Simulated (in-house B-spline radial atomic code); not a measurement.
Li+: 1s2

Level of theory: non-relativistic PBE, spin-polarised, spherical fractional occupations, point nucleus; calculated with a B-spline radial code for spherical atoms.

Effective charges: Z_r = [3n² - l(l+1)]/(2<r>) from the radius, Z_e = n√(-2ε) from the energy, and Slater's rules. Values are occupation-weighted means over spin.

```json
{"shell": "1s", "electrons": "2", "ε (eV)": "-60.409", "<r> (bohr)": "0.579", "Z_r": "2.59", "Z_e": "2.11", "Slater": "2.70"}
```

The least bound orbital is 1s at -60.41 eV, and it is also the most diffuse (<r> = 0.579 bohr).

The density falls to 0.001 bohr⁻³ at 1.857 bohr; Σ<r²> = 0.9197 bohr² gives, by the non-relativistic formula and without the paramagnetism of open shells, a Langevin diamagnetic susceptibility of -0.7284×10⁻⁶ cm³/mol.
